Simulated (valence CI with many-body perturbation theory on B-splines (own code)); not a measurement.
## Forbidden lines of Zn IX

Computed by configuration interaction combined with many-body perturbation theory (CI+MBPT): four valence electrons over a frozen Dirac-Fock core [Ar], a basis of 9 s, 9 p, 10 d, 8 f, 5 g, 3 h, 1 i functions for each j, with the one-electron correlation potential Σ1 (screened to all orders), the two-electron term Σ2, the three-electron term Σ3, Breit, model QED; selected single and double excitations, second order for the rest, scaled by the run's own slope (own B-spline code, finite nucleus).

No measured spectrum was set against this ion. As an estimate, terms of the open shell hold to 2 to 4 % of their energy, and close levels can change places; different configurations can be misplaced against each other by 1,000 to 8,000 cm⁻¹. Core correlation moves these levels by up to 4100 cm⁻¹, and in measured spectra 5 to 20 % of such shifts remained as error; rates that hang on mixing are uncertain with them. The list stops below the first excitations out of the core. Only levels of the ground parity were solved; by the run's estimate the other parity begins above the list, which can be wrong where configurations are misplaced.

Lines 51 to 100 of 120 in falling wavelength, among levels below 454020 cm⁻¹, chosen from the decays that carry over 1 % of a level's rate. Wavelengths and rates use the calculated energies, so an error of 2000 cm⁻¹ moves a line at 305.4 nm by 6.1 % and its rate by three times that or more. Electric multipoles are in the length gauge, E1 and E2 with the static RPA response of the core. Weak lines are less certain than strong ones. Lines between different terms over intervals too small for the method are left out, as are lines whose strength nearly cancels. Branching is blank where the lifetime is uncertain.

Letters in brackets count levels of one name in rising energy.

```tsv
λ vac (nm)	Upper	Lower	Type	A (s⁻¹)	Branch %
305.4	3d⁴ ³H_4	3d⁴ ⁵D_4	M1	3.70e-01	83.7
305.2	3d⁴ ¹D_2 [a]	3d⁴ ³P_1 [a]	M1	1.16e+00	6.4
296.9	3d⁴ ¹F_3	3d⁴ ³G_4	M1	2.17e+00	
295.2	3d⁴ ³H_5	3d⁴ ⁵D_4	M1	2.72e-03	6.9
292.7	3d⁴ ³H_4	3d⁴ ⁵D_3	M1	7.22e-02	16.3
290.1	3d⁴ ¹F_3	3d⁴ ³G_3	M1	1.70e+00	
284.4	3d⁴ ³P_0 [a]	3d⁴ ⁵D_1	M1	2.26e+01	100.0
272.3	3d⁴ ³P_2 [b]	3d⁴ ³D_1	M1	2.49e-01	1.3
269.5	3d⁴ ³F_3 [a]	3d⁴ ⁵D_4	M1	8.01e-01	8.2
268.3	3d⁴ ³P_1 [a]	3d⁴ ⁵D_2	M1	1.69e+01	89.5
267.8	3d⁴ ³P_2 [b]	3d⁴ ³D_2	M1	2.21e+00	11.5
267.8	3d⁴ ³P_2 [b]	3d⁴ ³D_2	E2	3.44e-01	1.8
265.8	3d⁴ ³F_4 [a]	3d⁴ ⁵D_4	M1	1.05e+01	78.9
264.8	3d⁴ ³P_2 [b]	3d⁴ ³D_3	M1	1.47e+00	7.6
264.8	3d⁴ ³P_2 [b]	3d⁴ ³D_3	E2	6.94e-01	3.6
263.6	3d⁴ ³F_4 [b]	3d⁴ ¹G_4 [a]	M1	7.31e-01	
261.9	3d⁴ ³F_2 [b]	3d⁴ ³D_1	M1	2.77e+00	9.7
259.6	3d⁴ ³F_3 [a]	3d⁴ ⁵D_3	M1	6.28e+00	64.7
258.8	3d⁴ ¹F_3	3d⁴ ³F_4 [a]	M1	4.87e-01	
258.8	3d⁴ ³F_2 [a]	3d⁴ ⁵D_3	M1	5.68e-01	9.9
258.5	3d⁴ ³P_1 [a]	3d⁴ ⁵D_0	M1	1.48e+00	7.8
257.7	3d⁴ ³F_2 [b]	3d⁴ ³D_2	M1	4.05e+00	14.3
257.3	3d⁴ ³F_4 [b]	3d⁴ ³D_3	M1	3.64e+00	
256.2	3d⁴ ³F_4 [a]	3d⁴ ⁵D_3	M1	2.32e+00	17.4
255.4	3d⁴ ¹F_3	3d⁴ ³F_3 [a]	M1	4.97e-01	
251.7	3d⁴ ³F_3 [a]	3d⁴ ⁵D_2	M1	2.50e+00	25.7
250.9	3d⁴ ³F_2 [a]	3d⁴ ⁵D_2	M1	3.30e+00	57.6
247.2	3d⁴ ³P_2 [a]	3d⁴ ⁵D_3	M1	1.03e+01	88.2
245.4	3d⁴ ³F_2 [a]	3d⁴ ⁵D_1	M1	1.86e+00	32.4
239.3	3d⁴ ³G_3	3d⁴ ⁵D_4	M1	1.79e-01	5.1
235.0	3d⁴ ³P_2 [a]	3d⁴ ⁵D_1	M1	2.14e-01	1.8
234.8	3d⁴ ³G_4	3d⁴ ⁵D_4	M1	1.22e+00	54.1
231.5	3d⁴ ³G_3	3d⁴ ⁵D_3	M1	1.25e+00	35.8
230.5	3d⁴ ³G_5	3d⁴ ⁵D_4	M1	3.60e-02	1.6
229.8	3d⁴ ¹F_3	3d⁴ ³H_4	M1	2.69e-01	
227.3	3d⁴ ³G_4	3d⁴ ⁵D_3	M1	3.74e-01	16.6
225.2	3d⁴ ³G_3	3d⁴ ⁵D_2	M1	5.35e-01	15.4
209.2	3d⁴ ³F_4 [b]	3d⁴ ³G_5	M1	2.56e+00	
209.2	3d⁴ ³F_4 [b]	3d⁴ ³G_5	E2	1.34e+00	
205.7	3d⁴ ³F_4 [b]	3d⁴ ³G_4	M1	1.53e+00	
205.7	3d⁴ ³F_4 [b]	3d⁴ ³G_4	E2	7.85e-01	
202.4	3d⁴ ³F_4 [b]	3d⁴ ³G_3	M1	7.18e-01	
200.9	3d⁴ ³F_2 [b]	3d⁴ ³G_3	M1	5.60e+00	19.7
195.8	3d⁴ ³P_2 [b]	3d⁴ ³P_2 [a]	E2	8.79e-01	4.6
191.7	3d⁴ ³F_4 [b]	3d⁴ ³P_2 [a]	E2	3.79e-01	
191.1	3d⁴ ³D_3	3d⁴ ⁵D_4	M1	5.75e+00	59.6
190.5	3d⁴ ³P_2 [b]	3d⁴ ³F_4 [a]	E2	2.48e-01	1.3
187.8	3d⁴ ¹G_4 [a]	3d⁴ ⁵D_4	M1	2.07e-01	1.4
186.6	3d⁴ ³F_4 [b]	3d⁴ ³F_4 [a]	M1	1.09e+00	
186.6	3d⁴ ³F_4 [b]	3d⁴ ³F_4 [a]	E2	1.03e+00
```
